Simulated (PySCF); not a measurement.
## Radial density of In (indium, neutral)

wB97X, [Kr] 4d10 5s2 5p1, 2P determinant. Computed with PySCF 2.14 in aug-cc-pVTZ-DK3, with the spin-free X2C one-electron Hamiltonian (Gaussian nucleus).

```tsv
r (bohr)	4πr²ρ (e/bohr)	4πr²(ρα − ρβ)
0.0312	57.22	0.0031
0.0525	58.51	0.0073
0.0883	80.22	0.0046
0.148	59.10	-0.0029
0.250	64.53	0.0138
0.420	35.95	0.0001
0.707	20.80	0.0341
1.19	13.64	-0.0082
2.00	2.955	0.2224
3.36	0.8314	0.2958
5.66	0.1101	0.0769
9.51	0.003049	0.0030
```

Densities and radii are taken from the X2C orbitals without a picture-change correction, which distorts them close to the nucleus.

(1) Where is the radial spin density 4πr²(ρα − ρβ) most negative, and why is it negative at all?

Answers

(1) Around r = 1.19 bohr, down to -0.0082 e/bohr: exchange with the open shell polarises the paired shells in an unrestricted calculation.
